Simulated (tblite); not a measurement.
C₈H₆.
SMILES with atom numbers: `[CH:1]1=[CH:2][C:3](=[C:4]2[CH:5]=[CH:6]2)[CH:7]=[CH:8]1` (hydrogens: H9 on C1; H10 on C2; H11 on C5; H12 on C6; H13 on C7; H14 on C8)

Computed with GFN2-xTB (tblite), gas phase: L-BFGS steps from a force-field or distance-geometry start until the largest atomic force falls under 0.01 eV/Å.

Step 3: E = -544.8547 eV
```
atom  x, y, z in Å  |  force x, y, z in eV/Å
C1     -2.0784   -0.4935    1.0656   -0.200   0.085   0.014
C2     -0.8438   -1.0278    0.9684    0.299  -0.059  -0.004
C3      0.0221   -0.0453    0.3179    0.012   0.041  -0.049
C4      1.3193   -0.1346    0.0115   -0.210   0.014   0.073
C5      2.5978   -0.7929   -0.0321    0.087  -0.452   0.133
C6      2.5274    0.4241   -0.5486    0.179   0.274  -0.149
C7     -0.8247    1.1073    0.0402    0.141   0.038  -0.027
C8     -2.0616    0.8286    0.4903   -0.171   0.071  -0.025
H9     -2.9487   -0.9637    1.4998    0.116   0.086  -0.071
H10    -0.5425   -2.0064    1.3205    0.065   0.282  -0.160
H11     3.1876   -1.6545    0.1825   -0.085   0.048   0.016
H12     3.0680    1.2086   -1.0304   -0.227  -0.007   0.059
H13    -0.5382    2.0351   -0.4314    0.214  -0.260   0.043
H14    -2.8847    1.5145    0.4036   -0.218  -0.163   0.146
```

Step 4: E = -544.8645 eV
```
atom  x, y, z in Å  |  force x, y, z in eV/Å
C1     -2.0775   -0.4912    1.0642   -0.187   0.118  -0.003
C2     -0.8435   -1.0213    0.9679    0.390  -0.174  -0.015
C3      0.0267   -0.0454    0.3150   -0.413   0.129   0.065
C4      1.3187   -0.1357    0.0132    0.343   0.032  -0.092
C5      2.5973   -0.7994   -0.0310   -0.230   0.230  -0.062
C6      2.5350    0.4222   -0.5489   -0.226  -0.248   0.176
C7     -0.8266    1.1063    0.0427    0.231  -0.003  -0.065
C8     -2.0643    0.8298    0.4886   -0.160   0.062   0.003
H9     -2.9444   -0.9603    1.4971    0.022   0.024  -0.018
H10    -0.5388   -1.9980    1.3150    0.064   0.196  -0.112
H11     3.1820   -1.6488    0.1821    0.164  -0.339   0.111
H12     3.0582    1.2077   -1.0277   -0.029   0.198  -0.080
H13    -0.5295    2.0248   -0.4298    0.204  -0.090  -0.023
H14    -2.8939    1.5088    0.4093   -0.173  -0.134   0.115
```

Task: Estimate the geometry and energy of step 5. (The exact step hangs on the optimiser's Hessian estimate; all steps are aligned on step 4, rigid shifts and turns removed.)

Result: E = -544.8738 eV, largest force 0.342 eV/Å
```
atom  x, y, z in Å  |  force x, y, z in eV/Å
C1     -2.0772   -0.4883    1.0628   -0.077   0.016   0.012
C2     -0.8400   -1.0185    0.9672    0.175  -0.079  -0.020
C3      0.0249   -0.0439    0.3141   -0.153   0.085   0.035
C4      1.3208   -0.1357    0.0134    0.013   0.068  -0.028
C5      2.5946   -0.8007   -0.0310   -0.071  -0.019   0.016
C6      2.5365    0.4188   -0.5472   -0.185  -0.001   0.052
C7     -0.8254    1.1052    0.0436    0.079   0.044  -0.061
C8     -2.0669    0.8307    0.4877   -0.047   0.075  -0.017
H9     -2.9426   -0.9586    1.4958    0.005   0.009  -0.006
H10    -0.5357   -1.9917    1.3109    0.096   0.066  -0.058
H11     3.1813   -1.6504    0.1834    0.129  -0.301   0.099
H12     3.0525    1.2098   -1.0272   -0.027   0.151  -0.058
H13    -0.5220    2.0186   -0.4295    0.197  -0.004  -0.056
H14    -2.9014    1.5042    0.4138   -0.134  -0.111   0.090
```

The energy changes by -0.0093 eV. The first-order estimate −F·Δx gives -0.0122 eV and the mean of the old and new forces, exact on a quadratic surface, -0.0093 eV. The step makes an angle of 56° with the force vector and moves no atom by more than 0.010 Å.

What follows is the cost of the whole relaxation. On Arm Neoverse V2, one thread, shared host with 32 logical CPUs at a one-minute load of 25, this took 0.14 s.
